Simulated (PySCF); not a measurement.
## EPR parameters of [C3H5ClOSi]+

Compound: C3H5ClOSi (charge +1 and doublet state).
Cartesian coordinates in Å at the GFN2-xTB level; atoms count from 1:
```
atom  x, y, z in Å
O1    -2.9617    0.0057    0.5933
C2    -2.1725   -0.6668    0.0493
C3    -0.7741   -0.1802   -0.4244
Cl4   -0.9414    0.4127   -2.0077
C5     0.2493   -0.2326    0.3886
Si6    1.9700    0.6867    0.0952
H7    -2.3070   -1.7288   -0.2310
H8     0.1936   -0.7280    1.3450
H9     2.8415   -0.4597    0.3749
H10    1.8727    1.1368   -1.2915
H11    2.0352    1.7569    1.0825
```

The hyperfine couplings belong to this conformer and change with its torsions.

Identity: `[CH]([C+](C=O)Cl)[SiH3]` [radical] (charge +1).

Computed with UKS B3LYP, pcH-1 on C Cl H O Si, non-relativistic, mean-field spin-orbit, GIAO in PySCF 2.14.0. The structure is a single GFN2-xTB conformer in the gas phase; no vibrational or solvent corrections. GFN2-xTB frequencies show an imaginary mode (29i cm⁻¹), so this geometry is no minimum at that level. The geometry wasn't refined by DFT: couplings that depend on bond lengths, twists or pyramidal angles can differ widely from those at the functional's own minimum, by a factor of two or more for some ions and for spin on atoms past the first row. The frame is twisted about the C2–C3 bond at this geometry (dihedral O1–C2–C3–C5 = 88°); couplings at other torsion angles weren't computed. No stability test was run, so a lower SCF solution isn't excluded.

| Item | Value |
| --- | --- |
| g1, g2, g3 | 2.00297, 2.00855, 2.01946 |
| g_iso | 2.01033 |
| Form of g | rhombic: the two nearest values differ by 34 % of g3 − g1 |
| ⟨S²⟩ | 0.7553 (exact 0.7500) |
| α and β electrons | 31, 30 |
| Total energy | -941.86126 Eh |

Isotropic coupling and dipolar principal values T1 to T3, in G (MHz turned into gauss with g_iso; 10 G = 1 mT):

| atom | isotope | a_iso | of which spin–orbit | T1 | T2 | T3 | Mulliken spin population |
| --- | --- | --- | --- | --- | --- | --- | --- |
| O1 | 17O | -6.2 | -0.1 | -29.3 | 13.4 | 15.9 | 0.27 |
| C2 | 13C | -13.5 | 0.0 | -4.7 | -1.0 | 5.7 | -0.02 |
| C3 | 13C | 6.3 | 0.5 | -9.9 | -7.2 | 17.1 | 0.15 |
| Cl4 | 35Cl | 2.6 | 1.1 | -11.8 | -11.0 | 22.8 | 0.16 |
| C5 | 13C | 2.3 | -0.3 | -9.9 | -8.0 | 17.9 | 0.25 |
| Si6 | 29Si | 5.2 | 0.1 | -7.2 | 3.3 | 3.9 | 0.04 |
| H7 | 1H | 89.9 | 0.0 | -2.1 | -1.2 | 3.3 | 0.11 |
| H8 | 1H | 9.7 | 0.0 | -3.9 | -1.7 | 5.5 | 0.01 |
| H9 | 1H | 26.7 | 0.0 | -1.0 | 0.2 | 0.8 | 0.04 |
| H10 | 1H | 5.7 | 0.0 | -1.0 | 0.4 | 0.7 | 0.01 |
| H11 | 1H | 0.6 | 0.0 | -0.7 | -0.5 | 1.2 | 0.00 |

Largest spin populations (Mulliken): O1 (+0.27), C5 (+0.25), Cl4 (+0.16) and C3 (+0.15).

The SMILES `O=C[C+](Cl)[CH][SiH3]` draws the unpaired electron on C5, whose computed spin population is only +0.25.

Under fast tumbling the dipolar parts average out, and these isotropic splittings remain: 1 × 1H (H7, I = 1/2, 2 lines) with 8.99 mT, 3 × 1H (H9/H10/H11, I = 1/2, 4 lines) with 1.10 mT, 1 × 1H (H8, I = 1/2, 2 lines) with 0.97 mT and 1 × 35Cl (Cl4, I = 3/2, 4 lines) with 0.26 mT.

Nuclei that the bonding pattern makes equivalent are averaged, as if the motion that swaps them (rotation, inversion, ring flip) were fast. The three 1H nuclei of mean +31.0 MHz run from 1.8 to 75.1 MHz in the frozen geometry.

Main isotope only: 35Cl (natural samples also hold 24 % 37Cl, magnetic too, which adds its own pattern).

The 29Si coupling of Si6 (14.7 MHz) shows only in satellite lines or after enrichment, since that isotope makes up about 4.7 % of natural silicon.

The 17O coupling of O1 (-17.4 MHz) shows only in satellite lines or after enrichment, since that isotope makes up about 0.038 % of natural oxygen.

The spin density at the nucleus, in bohr⁻³, is negative for C2 (-0.0339) and Si6 (-0.0163), for instance. A restricted open-shell determinant has no negative spin density anywhere; here it arises because α and β orbitals differ (spin polarisation).
